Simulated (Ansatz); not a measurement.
```xyz
3

O    -0.0173   -0.0309   -0.1549
H    -0.0443    0.7473    0.5008
H     0.0490   -0.7606    0.4864
```

Basis set: cc-pVDZ (spherical functions). Left uncorrelated: 1 orbital. Charge 0, multiplicity 1.

Computed with Ansatz (development build ahead of 0.2.0); each method stands on the lowest determinant of its kind that the runs found. Restricted open shells among the atoms or ions are ROHF, correlated in semicanonical orbitals with singles.

The atomization energy at this shape (free ground-state atoms in the same class of orbitals less the molecule, no zero-point energy) of singlet H₂O:

```json
{"method": "RHF-MP2", "atomization energy": "9.07 eV"}
```

(1) What does RHF give?

Results:

(1) 6.39 eV.
